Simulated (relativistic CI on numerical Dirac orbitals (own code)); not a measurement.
## Slater and spin-orbit integrals, Re XXI

Computed by Dirac-Coulomb-Breit CI, KLI orbitals optimised for each configuration, QED by a radiative potential, unscaled Slater integrals (own radial code, finite nucleus).

Slater integrals F^k, G^k are unscaled and averaged over j, outside the closed core [Ar] 3d10 4d10; ζ comes from projecting the Hamiltonian with its Breit term on Σ l·s of the shell.

- 4s2.4p6.4f9: F^2(4f,4f) = 210610, F^4(4f,4f) = 135760, F^6(4f,4f) = 98783, ζ(4f) = 6793.2 cm⁻¹; <r>(4f) = 0.4851, <r^2>(4f) = 0.2746 (bohr units).
- 4s2.4p6.4f8.5s: F^2(4f,4f) = 213340, F^4(4f,4f) = 137640, F^6(4f,4f) = 100190, ζ(4f) = 6994.1, G^3(4f,5s) = 34488 cm⁻¹; <r>(4f) = 0.4799, <r^2>(4f) = 0.2686, <r>(5s) = 0.8533, <r^2>(5s) = 0.8103 (bohr units).
- 4s2.4p6.4f7.5s2: F^2(4f,4f) = 216320, F^4(4f,4f) = 139690, F^6(4f,4f) = 101730, ζ(4f) = 7197.6 cm⁻¹; <r>(4f) = 0.4744, <r^2>(4f) = 0.2621 (bohr units).

Averages of the first 7 configurations, taken without configuration mixing, which lowers the lowest level and can move excited configurations by several eV; other configurations of the list can lie among them:

```csv
Configuration,Parity,States,Average energy above the lowest level (eV)
4s2.4p6.4f9,odd,2002,16.4
4s2.4p6.4f8.5s,even,6006,55.4
4s2.4p6.4f7.5s2,odd,3432,102.7
4s2.4p6.4f8.6s,even,6006,265.0
4s2.4p5.4f10,odd,6006,457.8
4s.4p6.4f10,even,2002,616.4
4p6.4f11,odd,364,1218.9
```
